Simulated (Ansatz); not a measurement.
Frontier orbitals of CH₃ClFNOSi (`C=N[Si](O)(F)Cl`).

```xyz
9

C    -0.737    0.496    1.548
N    -0.787   -0.003    0.394
Si    0.467   -0.028   -0.771
O     0.756   -1.538   -1.269
F     1.850    0.506   -0.216
Cl   -0.099    1.190   -2.296
H    -1.608    0.437    2.210
H     0.145    1.006    1.961
H     0.012   -2.066   -1.562
```

Charge 0, multiplicity 1. The structure was optimised at the PBE0-D4/def2-TZVP level. It is one conformer, not always the lowest. Basis def2-TZVPP, Ansatz 0.2.0.

Orbital energies of one run (eV). Highest occupied ones, from the top: -10.15, -11.62, -11.85, -12.68, -12.79, -13.78, -14.25, -15.01, -15.52, -16.05, -16.64, -17.37, -18.91, -20.72. Empty: 0.78, 2.30, 3.05, 3.80, 4.27, 4.44.

Which functional gave them?
A. ωB97M-V
B. PBE0
C. LDA (SPW92)
D. r2SCAN0

A. HOMO energies: ωB97M-V -10.15, r2SCAN0 -8.00, PBE0 -7.80, LDA (SPW92) -6.44 eV.
